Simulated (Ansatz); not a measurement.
```yaml
crystal:
  periodic: [false, false, false]
  atoms:
    - {symbol: O, position_ang: [1.814837, 0.901166, -0.791129]}
    - {symbol: Si, position_ang: [0.574122, -0.187954, -0.597318]}
    - {symbol: Si, position_ang: [0.848466, -1.242294, 1.464043]}
    - {symbol: Si, position_ang: [-1.545395, 0.727712, -0.978757]}
    - {symbol: H, position_ang: [1.761053, 1.497673, -1.540270]}
    - {symbol: H, position_ang: [0.837436, -0.292579, 2.611917]}
    - {symbol: H, position_ang: [2.124881, -2.004487, 1.493206]}
    - {symbol: H, position_ang: [-0.286773, -2.192781, 1.614798]}
    - {symbol: H, position_ang: [-1.923907, 1.806200, -0.020829]}
    - {symbol: H, position_ang: [-1.597644, 1.303190, -2.352432]}
    - {symbol: H, position_ang: [-2.541773, -0.372747, -0.882630]}
basis:
  gaussian: {orbitals: def2-mTZVP}
magnetization: {spin_polarized: true, initial_magnetization: 5}
hamiltonian: {xc: {name: wB97M-V}}
output: {forces: true}
```

```sh
$ ansatz run in.yaml --threads 4 --pin off --events-out ev --progress --plain --max-ram 10444MiB
```

Shortened log:

```
Functional definition: wB97M-V
1012 factors; integrals over basis functions are off by at most 1.1e-3 eV
387 factors; integrals over basis functions are off by at most 1.0e-5 eV
mean field evaluation 1: about -25771.8222 eV, gradient 3.6e1 eV
mean field evaluation 2: about -25752.9770 eV, gradient 7.3e1 eV
mean field evaluation 4: about -25777.0007 eV, gradient 1.9e0 eV
mean field evaluation 8: about -25777.2654 eV, gradient 1.4e0 eV
mean field evaluation 16: about -25778.0141 eV, gradient 2.0e-3 eV
mean field -25778.01414707 eV, -947.3245469392 hartree, gradient 1.8e-5 eV, S^2 8.756321; 6 other end points of the search recorded, 0 dependent functions left out
reference -25778.01420767 eV, -947.3245491661 hartree; 31, 26 occupied and 80, 85 virtual orbitals, 1012 factors
Total energy: -25778.01420767 eV, -947.3245491661 hartree
Atom 0 at     1.814837     0.901166    -0.791129 Å, force     2.903565     1.113370     1.111267 eV/Å
Atom 1 at     0.574122    -0.187954    -0.597318 Å, force    -1.351460    -1.446829    -0.866760 eV/Å
Atom 2 at     0.848466    -1.242294     1.464043 Å, force     1.145197    -1.491074     2.685807 eV/Å
Atom 3 at    -1.545395     0.727712    -0.978757 Å, force    -2.252807     1.560685    -1.348391 eV/Å
Atom 4 at     1.761053     1.497673    -1.540270 Å, force    -0.263911     0.948825    -1.350142 eV/Å
Atom 5 at     0.837436    -0.292579     2.611917 Å, force    -0.084434     0.068209    -0.359735 eV/Å
Atom 6 at     2.124881    -2.004487     1.493206 Å, force     0.463997    -0.451507     0.385356 eV/Å
Atom 7 at    -0.286773    -2.192781     1.614798 Å, force    -0.287378     0.096219    -0.198882 eV/Å
Atom 8 at    -1.923907     1.806200    -0.020829 Å, force     0.362784    -0.283653     0.035810 eV/Å
Atom 9 at    -1.597644     1.303190    -2.352432 Å, force    -0.443066     0.209282    -0.252590 eV/Å
Atom 10 at    -2.541773    -0.372747    -0.882630 Å, force    -0.192486    -0.323528     0.158260 eV/Å
Dipole moment:     0.075731     0.116579    -0.083829 e Å
```

(1) Something in this input is off. What?

## Answers

(1) The spin is set far too high for this molecule. Self-consistency was reached. The result belongs to that input, not to the molecule as meant.
